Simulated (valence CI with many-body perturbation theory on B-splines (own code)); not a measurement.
**Hg59+: calculated level list**

Method: configuration interaction combined with many-body perturbation theory (CI+MBPT): three valence electrons over a frozen Dirac-Fock core [Ar], radial functions for each j: 9 s, 9 p, 10 d, 8 f, 5 g, 3 h, 1 i, with the one-electron correlation potential Σ1 (screened to all orders), the two-electron term Σ2, the three-electron term Σ3, Breit, model QED; selected single and double excitations, second order for the rest (own B-spline code, finite nucleus).

No measured spectrum was set against this ion. As an estimate, large intervals hold to a few tenths of a per cent, small ones and those within an open d or f shell to about a per cent. The list stops below the first excitations out of the core. Only levels of the ground parity were solved; by the run's estimate the other parity begins above the list, which can be wrong where configurations are misplaced.

Levels 1 to 16 of 16, with energies above the lowest level, (3d3/2^3) J=3/2. "Leading %" is the weight of the configuration and term that name the level; weights of strongly mixed levels are sums over their largest components and can fall short. In the jj column 3d3/2^4 stands for four electrons in 3d with j = 3/2.

```
No.  Configuration  Term     J  E (cm⁻¹)  Leading %      g  Second component             Leading jj
  1            3d3    4F   3/2         0         41  0.734       41 % 3d3 2D         3d3/2^3 (99 %)
  2            3d3    4F   5/2    788090         80  1.052       18 % 3d3 2D  3d3/2^2 3d5/2 (100 %)
  3            3d3    4P   3/2    842720         38  1.154       34 % 3d3 4F   3d3/2^2 3d5/2 (99 %)
  4            3d3    2H   9/2    873100         48  1.024       41 % 3d3 2G  3d3/2^2 3d5/2 (100 %)
  5            3d3    2G   7/2    878200         50  1.027       28 % 3d3 4F   3d3/2^2 3d5/2 (98 %)
  6            3d3    4P   1/2    890990         56  1.782       44 % 3d3 2P  3d3/2^2 3d5/2 (100 %)
  7            3d3    2D   5/2   1106700         48  1.212       28 % 3d3 4P   3d3/2^2 3d5/2 (98 %)
  8            3d3    4F   7/2   1651400         70  1.123       28 % 3d3 2G   3d3/2 3d5/2^2 (99 %)
  9            3d3    4F   9/2   1693200         49  1.125       40 % 3d3 2H   3d3/2 3d5/2^2 (99 %)
 10            3d3    4P   3/2   1741700         40  1.094       37 % 3d3 2D  3d3/2 3d5/2^2 (100 %)
 11            3d3    2P   1/2   1768100         56  1.528       44 % 3d3 4P  3d3/2 3d5/2^2 (100 %)
 12            3d3    2H  11/2   1775300        100  1.077                    3d3/2 3d5/2^2 (100 %)
 13            3d3    4P   5/2   1777700         42  1.306       38 % 3d3 2D   3d3/2 3d5/2^2 (98 %)
 14            3d3    2F   7/2   1860800         77  1.077       21 % 3d3 2G   3d3/2 3d5/2^2 (99 %)
 15            3d3    2F   5/2   1863000         45  1.081       38 % 3d3 2D   3d3/2 3d5/2^2 (99 %)
 16            3d3    2D   3/2   2049100         82  0.862       14 % 3d3 2P   3d3/2 3d5/2^2 (98 %)
```

The ionisation energy to 3d2 3F_2 of the next ion comes out as 6192.6 eV (NIST: 6192 ± 7 eV (theoretical)). All 16 levels together are meant to be complete up to 2078500 cm⁻¹.
